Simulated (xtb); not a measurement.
H3BN, doublet, at a GFN2-xTB geometry of the parent state (the spin is typed, not shown lowest); GFN2-xTB in xtb 6.7.1.

xtb was given this input:
```
$ xtb mol.xyz --gfn 2 --chrg 0 --uhf 1 --json

# file mol.xyz
5

B      0.77274276    -0.10346792    -0.02056423
N     -0.50925005     0.06818704     0.01355216
H      1.91224049    -0.25604321    -0.05088855
H     -0.99314779     0.95635686     0.18809375
H     -1.21805614    -0.66028335    -0.12924918
```

What the program printed (banner, timings and long lists left out):

```
   ID    Z sym.   atoms
    1    5 B      1
    2    7 N      2
    3    1 H      3-5

           -------------------------------------------------
          |                Calculation Setup                |
           -------------------------------------------------

           -------------------------------------------------
          |                 G F N 2 - x T B                 |
           -------------------------------------------------

          ...................................................
          :                      SETUP                      :
          :.................................................:
          :  # basis functions                  11          :
          :  # atomic orbitals                  11          :
          :  # shells                            7          :
          :  # electrons                        11          :
          :  max. iterations                   250          :
          :  Hamiltonian                  GFN2-xTB          :
          :  restarted?                      false          :
          :  GBSA solvation                  false          :
          :  PC potential                    false          :
          :  electronic temp.          300.0000000     K    :
          :  accuracy                    1.0000000          :
          :  -> integral cutoff          0.2500000E+02      :
          :  -> integral neglect         0.1000000E-07      :
          :  -> SCF convergence          0.1000000E-05 Eh   :
          :  -> wf. convergence          0.1000000E-03 e    :
          :  Broyden damping             0.4000000          :
          :  net charge                          0          :
          :  unpaired electrons                  1          :
          ...................................................

 iter      E             dE          RMSdq      gap      omega  full diag
   1     -5.6338606 -0.563386E+01  0.106E+01    1.78       0.0  T
   2     -5.6561686 -0.223080E-01  0.632E+00    1.55       1.0  T
   3     -5.6528001  0.336848E-02  0.242E+00    1.66       1.0  T
   4     -5.6694215 -0.166214E-01  0.905E-01    1.56       1.0  T
   5     -5.6691235  0.298043E-03  0.395E-01    1.58       1.0  T
   6     -5.6696977 -0.574212E-03  0.202E-01    1.60       1.0  T
   7     -5.6698751 -0.177445E-03  0.615E-02    1.60       1.0  T
   8     -5.6698942 -0.190513E-04  0.877E-03    1.59       5.1  T
   9     -5.6698942 -0.393942E-07  0.935E-04    1.59      47.9  T
[...]
         :: total energy              -5.577217158679 Eh    ::
[...]
         9                          0.2293279               6.2403
        10                          0.2824540               7.6860
        11                          0.9830744              26.7508
      -------------------------------------------------------------
                  HL-Gap            0.0585637 Eh            1.5936 eV
             Fermi-level           -0.2264316 Eh           -6.1615 eV

     #   Z          covCN         q      C6AA      α(0)
     1   5 B        1.785     0.101    41.199    13.524
     2   7 N        2.559    -0.265    26.894     7.702
     3   1 H        0.945    -0.092     5.280     3.592
     4   1 H        0.859     0.128     1.559     1.956
     5   1 H        0.859     0.128     1.559     1.956

 Mol. C6AA /au·bohr⁶  :        264.514147
 Mol. C8AA /au·bohr⁸  :       6532.774664
 Mol. α(0) /au        :         28.729854

Wiberg/Mayer (AO) data.
largest (>0.10) Wiberg bond orders for each atom

 ---------------------------------------------------------------------------
     #   Z sym  total        # sym  WBO       # sym  WBO       # sym  WBO
 ---------------------------------------------------------------------------
     1   5 B    2.602 --     2 N    1.535     3 H    0.980
     2   7 N    3.406 --     1 B    1.535     5 H    0.933     4 H    0.933
     3   1 H    0.992 --     1 B    0.980
     4   1 H    0.981 --     2 N    0.933
     5   1 H    0.981 --     2 N    0.933
 ---------------------------------------------------------------------------

Topologies differ in total number of bonds
Writing topology from bond orders to xtbtopo.mol

molecular dipole:
                 x           y           z       tot (Debye)
 q only:       -0.466       0.062       0.012
   full:       -0.698       0.093       0.019       1.789
molecular quadrupole (traceless):
                xx          xy          yy          xz          yz          zz
 q only:       -0.410       0.147       0.635       0.029       0.176      -0.225
  q+dip:        1.031      -0.085       0.339      -0.017       0.349      -1.370
   full:       -0.126       0.075       0.399       0.015       0.137      -0.273

           -------------------------------------------------
          | TOTAL ENERGY               -5.577217158679 Eh   |
          | GRADIENT NORM               0.113828233593 Eh/α |
          | HOMO-LUMO GAP               1.593600719057 eV   |
           -------------------------------------------------

normal termination of xtb
```
